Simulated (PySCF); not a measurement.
Deuteron quadrupole couplings in `O=C(O)C1=C[C@H]1[SiH2]CCF`

Compound: C6H9FO2Si.
SMILES with atom numbers: `[O:1]=[C:2]([OH:3])[C:4]1=[CH:5][C@H:6]1[SiH2:7][CH2:8][CH2:9][F:10]` (hydrogens: H11 on O3; H12 on C5; H13 on C6; H14, H15 on Si7; H16, H17 on C8; H18, H19 on C9)

Structure used (GFN2-xTB), in Å, numbered top down from 1:
```xyz
19
C6H9FO2Si angstrom
O      3.6259   -0.3950    0.5282
C      2.4230   -0.4675    0.5925
O      1.7509   -1.6120    0.3525
C      1.5422    0.6237    0.9190
C      1.3592    1.8663    1.2765
C      0.0994    1.0827    1.0480
Si    -0.9757    1.3316   -0.4918
C     -1.2931   -0.3812   -1.2792
C     -1.6802   -1.4198   -0.2430
F     -2.7107   -0.9533    0.5459
H      2.3784   -2.3211    0.1442
H      1.7605    2.8069    1.5651
H     -0.4296    0.7617    1.9447
H     -0.2524    2.1583   -1.4649
H     -2.2350    1.9600   -0.0918
H     -0.4031   -0.7440   -1.7916
H     -2.0843   -0.3024   -2.0248
H     -0.8458   -1.6349    0.4304
H     -2.0391   -2.3506   -0.6964
```

Level: PBE0/pcSseg-1 (PySCF, non-relativistic); Q(2H) = 0.00286 b; rigid geometry, the same for H and D, with no vibrational averaging.

**Question.** Rank these positions by the coupling χzz of a deuteron there, largest first.
A. H14 (Si–H hydrogen)
B. H19 (methylene hydrogen)
C. H13 (methine hydrogen)
D. H11 (acid proton)
E. H12 (vinylic hydrogen)

**Answer.** D (293 kHz), E (245 kHz), C (209 kHz), B (194 kHz), A (107 kHz).

**Question.** Give the electric field gradient Vzz (the principal value of largest size), its asymmetry and the 2H coupling at each hydrogen.

**Answer.** 
| atom | bonded to | bond length (Å) | Vzz (au) | η | χzz (kHz) |
| --- | --- | --- | --- | --- | --- |
| H11 | O3 | 0.970 | 0.4356 | 0.10 | 293 |
| H12 | C5 | 1.063 | 0.3640 | 0.02 | 245 |
| H13 | C6 | 1.089 | 0.3112 | 0.07 | 209 |
| H14 | Si7 | 1.467 | 0.1599 | 0.01 | 107 |
| H15 | Si7 | 1.463 | 0.1630 | 0.02 | 110 |
| H16 | C8 | 1.089 | 0.3154 | 0.04 | 212 |
| H17 | C8 | 1.090 | 0.3132 | 0.03 | 210 |
| H18 | C9 | 1.094 | 0.2839 | 0.06 | 191 |
| H19 | C9 | 1.096 | 0.2894 | 0.07 | 194 |

**Question.** Average by the element that carries the hydrogen.

**Answer.** on O: 293 kHz over 1 position, mean bond length 0.970 Å; on C: 210 kHz over 6 positions, mean bond length 1.087 Å; on Si: 108 kHz over 2 positions, mean bond length 1.465 Å.

**Question.** How does χzz go with the bond length over the 6 C–H bonds?

**Answer.** A straight-line fit has a slope of -15.0 kHz for each 0.01 Å, with a correlation coefficient of -0.96, over lengths from 1.063 to 1.096 Å. The longer bonds have the smaller couplings here.

Geometry: GFN2-xTB, one conformer, isolated molecule. GFN2-xTB bond lengths can be off by several hundredths of an ångström, more for odd bonds, and the gradients follow them. The basis is small and wasn't made for field gradients, so the couplings can be 20 % off.

These values come from a run that also computed NMR shieldings. On one thread of an Arm Neoverse N1, on a shared host, this took 85 s wall and 1.1 GiB of memory at its peak.
